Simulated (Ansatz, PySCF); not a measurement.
Molecule: C₄H₂ (charge 0, singlet). 
Coordinates optimised at B3LYP-D3(BJ)/def2-TZVP (Ansatz, an electronic-structure program):
```xyz
6

C      0.0000     0.0000    -1.8866
C      0.0000     0.0000    -0.6818
C      0.0000     0.0000     0.6818
C      0.0000     0.0000     1.8866
H      0.0000     0.0000    -2.9488
H      0.0000     0.0000     2.9488
```

Total electronic energies in hartree. Correlated levels leave the core frozen unless marked. Spin-orbit coupling is left out. Non-relativistic. CBS marks a two-point X^-3 extrapolation of the correlation energy; Hartree-Fock from the larger set. [CCSD(T)-MP2]/basis is that difference in the basis named.

The Hartree-Fock reference is unstable (checked in the largest basis), which strains HF and MP2. 

| level | program | energy (Eh) |
|---|---|---|
| HF/cc-pVDZ | Ansatz | -152.50855 |
| RI-HF/aug-cc-pVTZ | Ansatz | -152.55258 |
| RI-HF/aug-cc-pVQZ | Ansatz | -152.56094 |
| PBE/def2-TZVPD | Ansatz | [?] |
| TPSS-D3(BJ)/def2-TZVPD | PySCF + dftd3 | -153.57607 |
| B3LYP/def2-TZVPD | Ansatz | -153.54871 |
| PBE0/def2-SVP | Ansatz | -153.17487 |
| BHLYP-D4/def2-TZVPD | Ansatz + dftd4 | -153.44799 |
| BHLYP/def2-TZVPD | Ansatz | -153.44419 |
| MN15-D3(BJ)/def2-TZVPD | PySCF + dftd3 | [?] |
| HSE06-D4/def2-TZVPD | Ansatz + dftd4 | -153.33856 |
| wB97X-V/def2-TZVPD | Ansatz | -153.48481 |
| B2GP-PLYP/def2-TZVPD | Ansatz | -153.37618 |
| B2PLYP-D4/def2-TZVPD | Ansatz + dftd4 | -153.41420 |
| B2PLYP/def2-TZVPD | Ansatz | -153.41192 |
| MP2/6-31G | Ansatz | -152.80262 |
| MP2/aug-cc-pVTZ | Ansatz | -153.16065 |
| MP2/cc-pwCVTZ | Ansatz | -153.16235 |
| SCS-MP2/6-31G* | Ansatz | -152.97848 |
| SCS-MP2/cc-pVTZ | Ansatz | -153.14164 |
| CCSD/aug-cc-pVDZ | Ansatz | -153.03929 |
| CCSD/cc-pwCVTZ | Ansatz | -153.16935 |
| RI-MP2/CBS(aug-cc-pVTZ,aug-cc-pVQZ)+[CCSD(T)-MP2]/aug-cc-pVTZ | Ansatz | -153.2705 |

### Question
What belongs in the gaps?

### Answer

- PBE/def2-TZVPD, energy (Eh): -153.34144
- MN15-D3(BJ)/def2-TZVPD, energy (Eh): -153.34867
